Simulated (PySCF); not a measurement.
**Stationary points of IH4**

Level of theory: PBE0 in PySCF with I def2-TZVP with ECP28, H def2-TZVP; scalar-relativistic core potentials, no spin–orbit coupling; density-fitted integrals.

Relaxations began from a few typed shapes; open shells are unrestricted. The search is not exhaustive: other isomers or separated fragments can lie lower, and high-lying points may rest on an excited occupation.

Question: Order these stationary points by electronic energy, lowest first, in kJ/mol from the lowest minimum.
A. doublet C2v: I–H 1.793 Å (×2), I–H 1.808 Å (×2); H–I–H 76.8°, H–I–H 82.9° (×4), H–I–H 161.9°
B. doublet D4h: I–H 1.796 Å (×4); H–I–H 90.0° (×4), H–I–H 180.0° (×2)

Answer: B (0.0), A (85.4).

Question: Which of them are minima?

Answer: By energy in kJ/mol, 0.0: minimum; 85.4: saddle point, 1 imaginary mode.

Starts that fell apart ended at 25, 154 kJ/mol on the same scale (coarser grid).

For the lowest minimum: no spin–orbit coupling is included, which matters more the heavier the element.
